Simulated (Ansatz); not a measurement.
Diatomic IrCl, multiplicity 5 (an upper state: multiplicity 3 came lower at CCSD(T)/def2-TZVPP on PBE0 minima). No spin–orbit coupling.

The constants come from a fifth-degree fit in 1/R (seven points, main isotopes). Runs in def2 and cc sets follow the lowest solution found near the PBE0 minimum.

Programs: Ansatz (a quantum-chemistry and plane-wave program) with Gaussian orbitals. Values without a source in brackets are computed. In def2 rows elements past Kr take small-core potentials, without spin–orbit coupling.

```json
[
 {"level": "PBE/def2-TZVPP", "r_e (Å)": "2.260", "ω_e (cm⁻¹)": "338", "ω_e x_e (cm⁻¹)": "1.3", "B_e (cm⁻¹)": "0.111", "dipole (D)": "0.41"},
 {"level": "PBE0/def2-TZVPP", "r_e (Å)": "2.251", "ω_e (cm⁻¹)": "349", "ω_e x_e (cm⁻¹)": "1.2", "B_e (cm⁻¹)": "0.112", "dipole (D)": "1.04"},
 {"level": "wB97X-V/def2-TZVPP", "r_e (Å)": "2.249", "ω_e (cm⁻¹)": "357", "ω_e x_e (cm⁻¹)": "1.2", "B_e (cm⁻¹)": "0.113", "dipole (D)": "1.22"},
 {"level": "CCSD/def2-TZVPP", "r_e (Å)": "2.258", "ω_e (cm⁻¹)": "358", "ω_e x_e (cm⁻¹)": "1.2", "B_e (cm⁻¹)": "0.112", "dipole (D)": "-"},
 {"level": "CCSD(T)/def2-TZVPP", "r_e (Å)": "2.248", "ω_e (cm⁻¹)": "365", "ω_e x_e (cm⁻¹)": "1.2", "B_e (cm⁻¹)": "0.113", "dipole (D)": "-"}
]
```

Correlated levels freeze the inner cores; with def2 sets outer-core shells near the valence are correlated too.
